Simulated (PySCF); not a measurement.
## Computed NMR parameters against published values

Atom-mapped SMILES (the numbers label the heavy atoms): `[O:1]=[C:2]([Cl:3])[c:4]1[cH:5][cH:6][s:7][cH:8]1`. Each H is labelled by its parent atom.

[PySCF: structure optimised with PBE0-D3(BJ)/def2-TZVP; shieldings: GIAO B97-2/pcSseg-2; no relativistic terms; a single conformation; no solvent]

Reference values: estimated from measurements, as parent shift plus tabulated substituent increment (solution, not stated per compound (mostly CDCl3 or CCl4); Pretsch, Buehlmann, Badertscher, Structure Determination of Organic Compounds, 4th ed. (2009)).
| atoms | quantity | reference | computed | computed, scaled |
| --- | --- | --- | --- | --- |
| H(C8) | δ $^{1}$H | 8.25 | 8.52 | 8.13 |
| H(C5) | δ $^{1}$H | 7.46 | 7.93 | 7.58 |
| H(C6) | δ $^{1}$H | 7.23 | 7.35 | 7.03 |

Computed shifts are σ(ref) − σ with the named reference compound (TMS for H and C) calculated as an isolated molecule at the same level. The measured values may be among those fitted. Expected solution values come from regression of measured δ (H and C: mostly CDCl3, vs TMS) on computed σ: $^{1}$H: δ = 29.81 − 0.938σ (rms 0.14 ppm, 293 shifts, 0.16 ppm with the 4 outliers that the fit left out). A few per cent of atoms miss by over 2 rms, more outside the fitted compound classes.

Task: How far are the unscaled $^{1}$H shifts from the references?

Result: Mean signed difference +0.29 ppm, mean absolute 0.29 ppm over 3 comparisons; the largest is +0.47 ppm at H(C5) (hydrogen on an aromatic CH).
